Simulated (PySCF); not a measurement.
C4H6BF, SMILES C(B(C)C#C)F.

The structure is a stationary point at PBE0-D3(BJ)/def2-SVP. This is a generated structure with no PubChem entry under its InChIKey; it may be hypothetical. Other conformers were not sampled.

Method: PySCF with r2SCAN/def2-TZVP.

Symmetry labels are those of the subgroup Cs that the program uses (full group Cs).

Problem. List the valence orbital energies around the gap with their symmetry. (An estimate is asked for; the answer gives what the named calculation found.)

Solution. 
```json
[
 {"orbital": "HOMO−7", "symmetry": "A'", "energy (eV)": "-11.27"},
 {"orbital": "HOMO−6", "symmetry": "A\"", "energy (eV)": "-10.30"},
 {"orbital": "HOMO−5", "symmetry": "A'", "energy (eV)": "-9.90"},
 {"orbital": "HOMO−4", "symmetry": "A'", "energy (eV)": "-9.21"},
 {"orbital": "HOMO−3", "symmetry": "A\"", "energy (eV)": "-8.31"},
 {"orbital": "HOMO−2", "symmetry": "A'", "energy (eV)": "-7.75"},
 {"orbital": "HOMO−1", "symmetry": "A\"", "energy (eV)": "-7.58"},
 {"orbital": "HOMO", "symmetry": "A'", "energy (eV)": "-6.86"},
 {"orbital": "LUMO", "symmetry": "A\"", "energy (eV)": "-2.41"},
 {"orbital": "LUMO+1", "symmetry": "A'", "energy (eV)": "0.01"},
 {"orbital": "LUMO+2", "symmetry": "A'", "energy (eV)": "0.92"},
 {"orbital": "LUMO+3", "symmetry": "A\"", "energy (eV)": "1.68"}
]
```
